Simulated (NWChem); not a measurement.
System: C$_{4}$H$_{8}$S; SMILES C1CCCS1

Here is an NWChem input.

```
start job
memory heap 200 mb stack 900 mb global 1100 mb
geometry units angstroms noautoz
  C     -0.270651     0.712277    -1.269856
  C      0.270651    -0.712277    -1.269856
  C     -0.144905    -1.330861     0.059059
  S      0.000000     0.000000     1.312050
  C      0.144905     1.330861     0.059059
  H      0.102585     1.303120    -2.121637
  H     -1.371058     0.690049    -1.340920
  H     -0.102585    -1.303120    -2.121637
  H      1.371058    -0.690049    -1.340920
  H     -1.186623    -1.687246     0.026596
  H      0.495647    -2.174747     0.353613
  H      1.186623     1.687246     0.026596
  H     -0.495647     2.174747     0.353613
end
basis spherical
  * library sto-3g
end
dft
  xc b3lyp
  iterations 150
  mulliken
end
task dft energy
```

Output (shortened):

```
             Northwest Computational Chemistry Package (NWChem) 7.3.0
             --------------------------------------------------------

 C2  symmetry detected

                             Geometry "geometry" -> ""
                             -------------------------

 Output coordinates in angstroms (scale by  1.889725989 to convert to a.u.)

  No.       Tag          Charge          X              Y              Z
 ---- ---------------- ---------- -------------- -------------- --------------
    1 C                    6.0000    -0.27313970     0.71132636    -1.27607558
    2 C                    6.0000     0.27313970    -0.71132636    -1.27607558
    3 C                    6.0000    -0.14025099    -1.33135950     0.05283942
    4 S                   16.0000     0.00000000     0.00000000     1.30583042
    5 C                    6.0000     0.14025099     1.33135950     0.05283942
    6 H                    1.0000     0.09802824     1.30347071    -2.12785658
    7 H                    1.0000    -1.37346226     0.68525112    -1.34713958
    8 H                    1.0000    -0.09802824    -1.30347071    -2.12785658
    9 H                    1.0000     1.37346226    -0.68525112    -1.34713958
   10 H                    1.0000    -1.18071659    -1.69138451     0.02037642
   11 H                    1.0000     0.50324759    -2.17300076     0.34739342
   12 H                    1.0000     1.18071659     1.69138451     0.02037642
   13 H                    1.0000    -0.50324759     2.17300076     0.34739342

 Effective nuclear repulsion energy (a.u.)     235.2670368273

      Symmetry information
      --------------------

 Group name             C2
 Group number              4
 Group order               2
 No. of unique centers     7

                                 NWChem DFT Module
                                 -----------------

 Summary of "ao basis" -> "ao basis" (spherical)
 ------------------------------------------------------------------------------
       Tag                 Description            Shells   Functions and Types
 ---------------- ------------------------------  ------  ---------------------
 C                           sto-3g                  3        5   2s1p
 S                           sto-3g                  5        9   3s2p
 H                           sto-3g                  1        1   1s

      Symmetry analysis of basis
      --------------------------

        a          19
        b          18

            General Information
            -------------------
          SCF calculation type: DFT
          Wavefunction type:  closed shell.
          No. of atoms     :    13
          No. of electrons :    48
           Alpha electrons :    24
            Beta electrons :    24
          Charge           :     0
          Spin multiplicity:     1
          Use of symmetry is: on ; symmetry adaption is: on
          Maximum number of iterations: 150
          AO basis - number of functions:    37
                     number of shells:    25
          Convergence on energy requested:  1.00D-06
          Convergence on density requested:  1.00D-05
          Convergence on gradient requested:  5.00D-04

              XC Information
              --------------
                         B3LYP Method XC Potential
                     Hartree-Fock (Exact) Exchange  0.200
                        Slater Exchange Functional  0.800 local
                    Becke 1988 Exchange Functional  0.720 non-local
              Lee-Yang-Parr Correlation Functional  0.810
                  VWN I RPA Correlation Functional  0.190 local

             Grid Information
             ----------------
          Grid used for XC integration:  medium
          Radial quadrature: Mura-Knowles
          Angular quadrature: Lebedev.
          Tag              B.-S. Rad. Rad. Pts. Rad. Cut. Ang. Pts.
          ---              ---------- --------- --------- ---------
          C                   0.70       49           9.0       434
          S                   1.00       88          10.0       590
          H                   0.35       45          11.0       434
          Grid pruning is: on
          Number of quadrature shells:   366
          Spatial weights used:  Erf1

      Superposition of Atomic Density Guess
      -------------------------------------

 Sum of atomic energies:        -545.55777767

      Non-variational initial energy
      ------------------------------

 Total energy =    -546.541919
 1-e energy   =   -1224.096071
 2-e energy   =     442.287115
 HOMO         =      -0.081755
 LUMO         =       0.354828

      Symmetry analysis of molecular orbitals - initial
      -------------------------------------------------

  Numbering of irreducible representations:

     1 a           2 b

  Orbital symmetries:

     1 a           2 a           3 b           4 a           5 b
     6 a           7 b           8 a           9 b          10 a
    11 b          12 a          13 b          14 a          15 b
    16 a          17 a          18 b          19 b          20 b
    21 a          22 a          23 a          24 b          25 b
    26 a          27 b          28 a          29 a          30 b
    31 a          32 b          33 b          34 a

     ---------------------------------------------
      Total Density - Mulliken Population Analysis
     ---------------------------------------------

    Atom       Charge   Shell Charges
 -----------   ------   -------------------------------------------------------
    1 C    6     6.04   1.99  1.29  2.77
    2 C    6     6.04   1.99  1.29  2.77
    3 C    6     5.95   1.99  1.30  2.65
    4 S   16    16.25   2.00  2.00  5.97  1.86  4.43
    5 C    6     5.95   1.99  1.30  2.65
    6 H    1     0.97   0.97
    7 H    1     0.97   0.97
    8 H    1     0.97   0.97
    9 H    1     0.97   0.97
   10 H    1     0.98   0.98
   11 H    1     0.97   0.97
   12 H    1     0.98   0.98
   13 H    1     0.97   0.97

[...]
```

Level: B3LYP/STO-3G. Coordinates come from a PBE0/def2-SVP optimisation. B3LYP is NWChem's, with the RPA form of VWN correlation.
